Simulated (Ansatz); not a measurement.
Two isomers of CH6FNOSi: A = `N[SiH2]OCF`, B = `OCN[SiH2]F`.

Program: Ansatz. Geometries: PBE0-D4/def2-TZVP. ΔE: electronic, gas phase. CBS: MP2 limit from def2 TZ/QZ plus the TZ coupled-cluster correction, frozen cores. Functionals use def2-TZVPP. B3LYP here is the variant with VWN-RPA as its local correlation; programs differ in this. One conformer a species, not always the lowest.

A:

```xyz
11

N    -1.7055   -0.3471   -1.3561
Si   -0.7381    0.4108   -0.1852
O     0.4212   -0.6139    0.4325
C     1.6336   -0.1997    0.9063
F     1.4859    0.4506    2.1155
H    -1.3360   -0.6505   -2.2417
H    -2.5181   -0.8772   -1.0897
H     0.0135    1.5400   -0.7939
H    -1.6420    0.8482    0.9014
H     2.2643   -1.0744    1.0827
H     2.1210    0.5134    0.2282
```

B:

```xyz
11

O     0.796   -1.965    0.063
C     0.625   -0.828   -0.745
N     0.584    0.410   -0.017
Si   -0.837    1.219    0.446
F    -1.617    0.497    1.650
H     0.071   -1.997    0.695
H     1.474   -0.841   -1.433
H    -0.296   -0.896   -1.340
H     1.451    0.626    0.452
H    -1.782    1.203   -0.693
H    -0.470    2.571    0.921
```

Question: Which isomer does CCSD(T)/CBS put lower? Give the gap. (An estimate is asked.)

Answer: The calculation gave: B, by 13.5 kcal/mol.

Question: Give E(B) − E(A) in kcal/mol with ωB97M-V, HF/def2-TZVPP, PBE0-D4, B3LYP-D4, LDA (SPW92), B2PLYP, CCSD/def2-TZVPP. (Best estimate.)

Answer: Computed: ωB97M-V -12.2, HF/def2-TZVPP -10.5, PBE0-D4 -12.7, B3LYP-D4 -12.0, LDA (SPW92) -12.8, B2PLYP -12.3, CCSD/def2-TZVPP -12.8. None reverses the order clearly.

Question: Does the order hold for the free energy at 298.15 K (harmonic terms from PBE0-D4)? (Estimate.)

Answer: Ansatz gave: Yes: G(B) − G(A) = -12.3 kcal/mol, for one conformer each. Modes under 60 cm⁻¹, often nearly free rotors, make the harmonic entropy too high.

Largest T1 diagnostic: 0.011.

At CCSD(T), def2-SVP lies +0.7 kcal/mol from the extrapolated value and def2-TZVPP +0.6 kcal/mol. In def2-TZVPP, CCSD(T) changes the Hartree–Fock value by −2.5 kcal/mol (the triples alone add −0.1 kcal/mol) and MP2 by −3.5 kcal/mol.
